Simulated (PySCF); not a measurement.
## How methods differ on the excitation energy of P

P [Ne] 3s2 3p3 (4S) → P [Ne] 3s2 3p2 4s1, s spin flipped, as a difference of total energies. Calculation: PySCF 2.14, in aug-cc-pV(T+d)Z with one added diffuse shell each of s, p, d, f type (7s6p5d3f, 71 functions); the non-relativistic Hamiltonian (point nucleus). Correlated levels: valence: [Ne] frozen. The calculations carry no spin-orbit coupling.

```
           method  excitation energy (eV)
              UHF                   6.798
    MP2 (valence)                   7.194
SCS-MP2 (valence)                   7.019
```

Q: How much does correlation contribute at MP2 (valence)?

A: 7.194 − (6.798) = 0.396 eV, measured against UHF.

The upper determinant mixes two multiplicities, so it lies between the two terms.

The promoted electron is Rydberg-like, and one or two diffuse shells describe it only roughly, which tends to raise the upper state.
